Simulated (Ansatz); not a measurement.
CH9NSi2 can be A, `C[SiH2]N[SiH3]`, or B, `C[SiH2][SiH2]N`.

Calculated with Ansatz (gas phase, PBE0-D4/def2-TZVP geometries, no zero-point term in ΔE). CBS: MP2 limit from def2 TZ/QZ plus the TZ coupled-cluster correction, frozen cores. DFT in def2-TZVPP. B3LYP here is the variant with VWN-RPA as its local correlation; programs differ in this. Each species was taken in one conformer, which may not be the lowest.

Problem. Which isomer does CCSD(T)/CBS put lower? Give the gap. (An estimate is asked.)

Solution. The calculation gave: A, by 67.4 kJ/mol.

Problem. Give E(B) − E(A) in kJ/mol with r2SCAN-D4, LDA (SPW92), BLYP-D4, PBE-D4, B3LYP, B2PLYP, B3LYP-D4. (An estimate is asked.)

Solution. Ansatz gave: r2SCAN-D4 60.4, LDA (SPW92) 50.1, BLYP-D4 60.9, PBE-D4 46.1, B3LYP 63.4, B2PLYP 68.8, B3LYP-D4 64.8. None reverses the order clearly.

Largest T1 diagnostic: 0.011.

From r2SCAN to r2SCAN0 (25 % exact exchange), in def2-TZVPP and without D4, E(B) − E(A) moves by +3.0 kJ/mol. In def2-TZVPP, CCSD(T) changes the Hartree–Fock value by −14.4 kJ/mol (the triples alone add −1.8 kJ/mol) and MP2 by −7.4 kJ/mol.
